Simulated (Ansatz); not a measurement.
Reaction (formal exchange of groups at the Al–O bond): `C[CH2][AlH][OH]` + `[AlH3]` → `C[CH2][AlH][AlH2]` + H₂O

Calculated with Ansatz (gas phase, PBE0-D4/def2-TZVP geometries, no zero-point term in ΔE). CBS: MP2 limit from def2 TZ/QZ plus the TZ coupled-cluster correction, frozen cores. This one scheme is used for every species. DFT in def2-TZVPP. One conformer a species, not always the lowest.

Question: Is it downhill or uphill in electronic energy at CCSD(T)/CBS, and by how much? (Best estimate.)

Answer: Computed: Uphill: ΔE = +137.8 kJ/mol.

Question: What do these levels give: BHLYP-D4, r2SCAN0, MP2/def2-SVP, CCSD(T)/def2-SVP, CCSD(T)/def2-TZVPP, HF/CBS(def2)? (Estimate.)

Answer: Computed: BHLYP-D4 147.6, r2SCAN0 140.7, MP2/def2-SVP 159.0, CCSD(T)/def2-SVP 146.9, CCSD(T)/def2-TZVPP 138.3, HF/CBS(def2) 152.8 kJ/mol.

Largest T1 diagnostic among the species: 0.011.

From BLYP to BHLYP (50 % exact exchange), in def2-TZVPP and without D4, ΔE moves by +5.1 kJ/mol. At CCSD(T), def2-SVP lies +9.1 kJ/mol from the extrapolated value and def2-TZVPP +0.5 kJ/mol.
